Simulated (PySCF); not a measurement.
Job file and geometry (Å, from GFN2-xTB) of an NMR shielding run on SMILES [NH3+][BH2-]CC(=O)O, C2H8BNO2, GIAO PBE0/pcSseg-1 NMR shielding, non-relativistic, gas phase in PySCF 2.14.0, density-fitted response routines; density fitting, a coarse starting grid and PySCF grid level 2 are the driver's defaults:

```
$ OMP_NUM_THREADS=1 python probes_run.py task.json out

{"job": {"kind": "nmr", "xc": "PBE0", "basis": "pcSseg-1"}, "charge": 0, "multiplicity": 1}
N     -1.608606     0.525939     0.407940
B     -0.733503     0.481821    -0.960299
C      0.585297    -0.448903    -0.539585
C      1.265536     0.232371     0.565373
O      0.763918     0.442730     1.665810
O      2.483283     0.703840     0.279966
H     -2.151755    -0.323057     0.517788
H     -0.898855     0.574275     1.163536
H     -2.219727     1.332961     0.445101
H     -0.429073     1.600967    -1.218970
H     -1.377416    -0.049228    -1.804552
H      0.220418    -1.417614    -0.202680
H      1.267798    -0.586866    -1.371950
H      2.832007     1.210315     1.030357
```

Task: Write the output of this run.

Result: 
```
coarse grid: 11456 points
cycle   1  E = -310.5270958863  dE =  8.359e-01  |g| = 9.215e-01  |ddm| = 3.120e+00
cycle   2  E = -310.3297240260  dE =  1.974e-01  |g| = 1.416e+00  |ddm| = 1.517e+00
cycle   3  E = -310.6811716009  dE = -3.514e-01  |g| = 2.545e-01  |ddm| = 9.863e-01
cycle   4  E = -310.6936593867  dE = -1.249e-02  |g| = 6.761e-02  |ddm| = 2.134e-01
cycle   5  E = -310.6943504051  dE = -6.910e-04  |g| = 2.129e-02  |ddm| = 4.585e-02
cycle   6  E = -310.6944464389  dE = -9.603e-05  |g| = 4.893e-03  |ddm| = 1.824e-02
cycle   7  E = -310.6944516019  dE = -5.163e-06  |g| = 1.134e-03  |ddm| = 4.553e-03
final grid: 110008 points
cycle   8  E = -310.7425356314  dE = -3.453e-05  |g| = 1.337e-02  |ddm| = 2.633e-02
cycle   9  E = -310.7424851463  dE =  5.049e-05  |g| = 2.126e-02  |ddm| = 2.200e-02
cycle  10  E = -310.7425693633  dE = -8.422e-05  |g| = 2.343e-03  |ddm| = 1.370e-02
cycle  11  E = -310.7425703888  dE = -1.026e-06  |g| = 3.126e-04  |ddm| = 1.594e-03
cycle  12  E = -310.7425704011  dE = -1.230e-08  |g| = 1.661e-04  |ddm| = 2.699e-04
cycle  13  E = -310.7425704068  dE = -5.646e-09  |g| = 2.377e-05  |ddm| = 1.213e-04
cycle  14  E = -310.7425704069  dE = -1.054e-10  |g| = 7.965e-06  |ddm| = 2.078e-05
converged SCF energy = -310.7425704069

GIAO shielding tensors (ppm)
atom      isotropic    diamagn.    paramagn.     s11        s22        s33       span
  0 N      228.958     317.509     -88.551    212.148    232.076    242.651     30.502
  1 B      122.573     186.403     -63.830    112.830    119.467    135.422     22.591
  2 C      160.399     251.957     -91.557    145.810    154.227    181.161     35.351
  3 C       -6.660     252.382    -259.042   -104.511      4.836     79.696    184.207
  4 O      -45.103     405.352    -450.455   -276.027   -110.267    250.986    527.012
  5 O      121.246     389.485    -268.239    -20.523    136.080    248.182    268.705
  6 H       29.607      30.263      -0.656     23.670     25.399     39.754     16.084
  7 H       23.336      30.295      -6.959     12.086     19.411     38.511     26.425
  8 H       29.377      28.726       0.651     22.677     25.109     40.343     17.666
  9 H       29.762      29.942      -0.179     26.068     29.974     33.245      7.176
 10 H       29.384      29.979      -0.596     25.784     29.396     32.971      7.187
 11 H       30.581      32.030      -1.449     27.695     28.176     35.871      8.177
 12 H       29.767      30.769      -1.002     25.330     28.984     34.986      9.656
 13 H       25.704      30.407      -4.703     20.133     23.026     33.954     13.822
```

Size and cost of the density-fitted run: 142 basis functions, 32 s wall time on 1 thread of an Arm Neoverse N1, shared host; peak memory 0.65 GiB.
